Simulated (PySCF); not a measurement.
# Arsenic: a sound run and one with changed settings

Sound run: As²⁺ [Ar] 3d10 4s2 4p1, As³⁺ [Ar] 3d10 4s2. Calculation: PySCF 2.14, in cc-pVTZ-PP with ECP10MDF; a scalar-relativistic core potential. The sound run starts from symmetry-adapted Hartree-Fock orbitals and uses a fine grid where one is needed.

Changed run: radial step 0.5 in ln r (0.13 in the sound run). This setting is unsound on purpose.

| species | method | sound run (hartree) | changed run (hartree) | converged |
| --- | --- | --- | --- | --- |
| As²⁺ | UHF | -330.20317 | -330.20317 | yes |
| As²⁺ | r2SCAN | -331.24480 | -331.25052 | yes |
| As²⁺ | PBE0 | -331.34022 | -331.33815 | yes |
| As³⁺ | UHF | -329.19349 | -329.19349 | yes |
| As³⁺ | r2SCAN | -330.20644 | -330.20814 | yes |
| As³⁺ | PBE0 | -330.31028 | -330.30702 | yes |

Ionisation energy of As²⁺:

| method | sound run (eV) | changed run (eV) |
| --- | --- | --- |
| UHF | 27.475 | 27.475 |
| r2SCAN | 28.255 | 28.365 |
| PBE0 | 28.026 | 28.059 |

A coarse radial grid mis-integrates the density and the exchange-correlation energy, with errors of either sign; Hartree-Fock needs no grid.

For comparison, NIST gives 28.349 ± 0.012 eV between the lowest levels.
